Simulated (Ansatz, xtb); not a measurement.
Molecule: BeF, charge 0, multiplicity 2. 
Geometry from a B3LYP-D3(BJ)/def2-TZVP (Ansatz, a quantum-chemistry and plane-wave program) optimisation:
```
Be
F 1 1.3730
```
Charge 0, spin multiplicity 2.

Harmonic wavenumbers from GFN2-xTB (xtb, at its own minimum), cm⁻¹: 1119.

Give the harmonic wavenumbers at B3LYP-D3(BJ)/def2-TZVP (Ansatz, finite differences of forces, unscaled).

1226 cm⁻¹. Zero-point energy 1.8 kcal/mol.

From these and the geometry, give the ideal-gas thermochemistry at 298.15 K and 1 atm (rigid rotor, harmonic oscillator).

Point group C∞v, rotational symmetry number 1. Rotational constants 43.86, 43.86 GHz. S(trans) 35.92, S(rot) 11.83, S(vib) 0.04, S(elec, spin only) 1.38, S 49.2 cal/(mol K). H(298) - H(0) 2.08 kcal/mol; G - E(el) -10.8 kcal/mol.
